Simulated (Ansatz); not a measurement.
Stretching the Al1–F3 bond in AlF2H (SMILES [F][AlH][F]) (multiplicity 1 held, fragments rigid). Energies count from the point at 1.644 Å.
Geometry at that point (charge 0, multiplicity 1):
```xyz
4

Al    -0.29736    -0.20001    -0.23453
H     -1.37592    -0.92547    -1.08523
F     -0.21998     1.44164    -0.18461
F      0.80237    -1.04991     0.64396
```

Signs of static correlation in cc-pV(D+d)Z, with CASSCF(6,4), from Ansatz (an electronic-structure program) runs.

```json
[
 {"R (Å)": "1.315", "T1 of restricted CCSD": "0.012", "⟨S²⟩ of UHF": "0.000", "largest double amplitude of restricted CCSD": "0.035", "weight of the CASSCF reference in MRCISD": "0.923", "CASSCF natural occupations": "2.00 2.00 1.99 0.01"},
 {"R (Å)": "1.480", "T1 of restricted CCSD": "0.013", "⟨S²⟩ of UHF": "0.000", "largest double amplitude of restricted CCSD": "0.034", "weight of the CASSCF reference in MRCISD": "0.921", "CASSCF natural occupations": "2.00 2.00 1.99 0.01"},
 {"R (Å)": "1.644", "T1 of restricted CCSD": "0.014", "⟨S²⟩ of UHF": "0.000", "largest double amplitude of restricted CCSD": "0.035", "weight of the CASSCF reference in MRCISD": "0.920", "CASSCF natural occupations": "2.00 2.00 1.99 0.01"},
 {"R (Å)": "1.809", "T1 of restricted CCSD": "0.016", "⟨S²⟩ of UHF": "0.000", "largest double amplitude of restricted CCSD": "0.037", "weight of the CASSCF reference in MRCISD": "0.919", "CASSCF natural occupations": "2.00 2.00 1.98 0.02"},
 {"R (Å)": "1.973", "T1 of restricted CCSD": "0.017", "⟨S²⟩ of UHF": "0.000", "largest double amplitude of restricted CCSD": "0.039", "weight of the CASSCF reference in MRCISD": "0.918", "CASSCF natural occupations": "2.00 2.00 1.98 0.02"},
 {"R (Å)": "2.220", "T1 of restricted CCSD": "0.020", "⟨S²⟩ of UHF": "0.000", "largest double amplitude of restricted CCSD": "0.049", "weight of the CASSCF reference in MRCISD": "0.918", "CASSCF natural occupations": "2.00 2.00 1.96 0.04"},
 {"R (Å)": "2.466", "T1 of restricted CCSD": "0.025", "⟨S²⟩ of UHF": "0.000", "largest double amplitude of restricted CCSD": "(withheld)", "weight of the CASSCF reference in MRCISD": "0.918", "CASSCF natural occupations": "2.00 2.00 1.92 0.08"},
 {"R (Å)": "2.877", "T1 of restricted CCSD": "(withheld)", "⟨S²⟩ of UHF": "0.803", "largest double amplitude of restricted CCSD": "0.164", "weight of the CASSCF reference in MRCISD": "0.920", "CASSCF natural occupations": "2.00 2.00 1.77 0.23"},
 {"R (Å)": "3.288", "T1 of restricted CCSD": "0.067", "⟨S²⟩ of UHF": "0.950", "largest double amplitude of restricted CCSD": "0.307", "weight of the CASSCF reference in MRCISD": "0.922", "CASSCF natural occupations": "2.00 2.00 1.51 0.49"},
 {"R (Å)": "3.782", "T1 of restricted CCSD": "0.115", "⟨S²⟩ of UHF": "0.994", "largest double amplitude of restricted CCSD": "0.601", "weight of the CASSCF reference in MRCISD": "0.923", "CASSCF natural occupations": "2.00 2.00 1.27 0.73"},
 {"R (Å)": "4.439", "T1 of restricted CCSD": "0.163", "⟨S²⟩ of UHF": "1.006", "largest double amplitude of restricted CCSD": "1.030", "weight of the CASSCF reference in MRCISD": "0.923", "CASSCF natural occupations": "2.00 2.00 1.10 0.90"},
 {"R (Å)": "5.262", "T1 of restricted CCSD": "0.182", "⟨S²⟩ of UHF": "1.008", "largest double amplitude of restricted CCSD": "1.285", "weight of the CASSCF reference in MRCISD": "0.923", "CASSCF natural occupations": "2.00 2.00 1.03 0.97"}
]
```

**Question.** Fill in the missing entries.

**Answer.** 
- 2.466, largest double amplitude of restricted CCSD: 0.082
- 2.877, T1 of restricted CCSD: 0.039

Doubts at one or more of the structures used: active orbitals that take no part (SC-NEVPT2 on CASSCF(6,4)/cc-pV(D+d)Z); a restricted determinant that unrestricted orbitals would lower (R-CCSD(T)/cc-pV(D+d)Z); T1 above 0.05 (R-CCSD(T)/cc-pV(D+d)Z, U-CCSD(T)/cc-pV(D+d)Z); other coupled-cluster roots lie near (R-CCSD(T)/cc-pV(D+d)Z); a spin-contaminated determinant (U-CCSD(T)/cc-pV(D+d)Z).
